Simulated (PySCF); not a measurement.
**Cr⁺: ionisation energy**

Cr⁺ [Ar] 3d5 (6S) → Cr²⁺ [Ar] 3d4 (5D), as a difference of total energies. All numbers are calculated (PySCF 2.14, no relativity, point nucleus, in aug-cc-pVDZ (7s6p4d2f, 59 functions)). Correlated levels: valence: [Ar] frozen. The calculations carry no spin-orbit coupling.

Question: Order these methods by the ionisation energy they give, lowest first.
A. MP2 (valence)
B. SCS-MP2 (valence)
C. UHF
D. BP86

Answer: C (15.186 eV), B (15.494 eV), A (16.111 eV), D (17.226 eV).

These non-relativistic numbers lack the scalar-relativistic shift.

The reference lies between the lowest fine-structure levels, while these numbers refer to the centres of the terms.

Errors of the correlated levels include the incompleteness of this basis and the frozen core.

For comparison: 16.486 eV (measured; NIST Atomic Spectra Database, ionization energies).
